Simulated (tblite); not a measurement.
Compound: C3H4F2Si.
Numbering: `[F:1][CH:2]=[C:3]=[C:4]([F:5])[SiH3:6]` (hydrogens: H7 on C2; H8, H9, H10 on Si6)

Computed with GFN2-xTB (tblite), gas phase: L-BFGS steps from a force-field or distance-geometry start until the largest atomic force falls under 0.01 eV/Å.

Step 0: E = -530.0180 eV
```
atom  x, y, z in Å  |  force x, y, z in eV/Å
F1      2.4332    1.2430   -0.7526    0.426   0.417  -0.842
C2      2.0877    0.5158    0.3150    1.841   0.497   0.306
C3      0.9130    0.0205    0.4823   -0.339  -0.283   0.089
C4     -0.2872   -0.4611    0.6333   -0.133  -0.693   1.510
F5     -0.5540   -1.1997    1.7547   -0.369  -0.405   0.062
Si6    -1.5921   -0.1889   -0.5967   -2.007   0.509  -1.622
H7      2.9244    0.3983    1.0019   -0.038   0.154   0.047
H8     -1.8618    1.2674   -0.7563    0.179  -0.363   0.086
H9     -2.8521   -0.8506   -0.1888    0.365   0.079   0.090
H10    -1.2022   -0.7399   -1.9153    0.075   0.088   0.274
```

Step 1: E = -530.1524 eV
```
atom  x, y, z in Å  |  force x, y, z in eV/Å
F1      2.4393    1.2489   -0.7646    0.446  -0.034  -0.688
C2      2.1140    0.5229    0.3194   -0.344   0.060  -0.034
C3      0.9082    0.0165    0.4835    0.985   0.107  -0.179
C4     -0.2891   -0.4710    0.6548   -0.516   0.202   0.454
F5     -0.5593   -1.2055    1.7556   -0.376  -0.934   0.208
Si6    -1.6208   -0.1816   -0.6199   -0.818   0.385  -0.490
H7      2.9238    0.4005    1.0026    0.364   0.362   0.504
H8     -1.8592    1.2622   -0.7551    0.091  -0.097   0.015
H9     -2.8469   -0.8495   -0.1875    0.066  -0.052   0.124
H10    -1.2012   -0.7387   -1.9114    0.102   0.001   0.086
```

Step 2: E = -530.2379 eV
```
atom  x, y, z in Å  |  force x, y, z in eV/Å
F1      2.4505    1.2510   -0.7831    0.558  -0.927  -0.591
C2      2.1197    0.5274    0.3207   -0.035   0.512  -0.190
C3      0.9245    0.0166    0.4808   -0.587  -0.985  -0.078
C4     -0.2996   -0.4718    0.6734    0.109   1.520   0.195
F5     -0.5688   -1.2258    1.7599   -0.005  -1.505  -0.411
Si6    -1.6495   -0.1710   -0.6398   -0.014   0.407   0.410
H7      2.9304    0.4083    1.0124    0.052   0.996   0.634
H8     -1.8563    1.2580   -0.7542   -0.009   0.240  -0.089
H9     -2.8432   -0.8499   -0.1846   -0.191  -0.180   0.151
H10    -1.1987   -0.7381   -1.9080    0.123  -0.078  -0.030
```

Q: Estimate the geometry and energy of step 3. (The exact step hangs on the optimiser's Hessian estimate; all steps are aligned on step 2, rigid shifts and turns removed.)

A: E = -530.2853 eV, largest force 2.728 eV/Å
```
atom  x, y, z in Å  |  force x, y, z in eV/Å
F1      2.4983    1.2371   -0.8549    0.230  -1.629   0.636
C2      2.1441    0.5547    0.3217   -0.518   0.307  -0.420
C3      0.9563   -0.0077    0.4712   -2.035  -1.287   0.336
C4     -0.3284   -0.4412    0.7389    1.568   1.866  -0.483
F5     -0.5983   -1.3222    1.7631    0.397  -0.637  -1.451
Si6    -1.7426   -0.1281   -0.6957    1.996  -1.155   1.458
H7      2.9506    0.4554    1.0561   -0.520   1.214  -0.068
H8     -1.8473    1.2497   -0.7535   -0.252   1.872  -0.215
H9     -2.8354   -0.8552   -0.1720   -0.874  -0.495   0.318
H10    -1.1885   -0.7378   -1.8974    0.008  -0.056  -0.111
```

The energy changes by -0.0474 eV. The first-order estimate −F·Δx gives -0.3727 eV and the mean of the old and new forces, exact on a quadratic surface, -0.0261 eV. The step makes an angle of 56° with the force vector and moves no atom by more than 0.117 Å.

The cost below is that of the whole relaxation. Time: 0.45 s. Hardware: one thread, Arm Neoverse V1 (aarch64), no GPU, on a shared host.
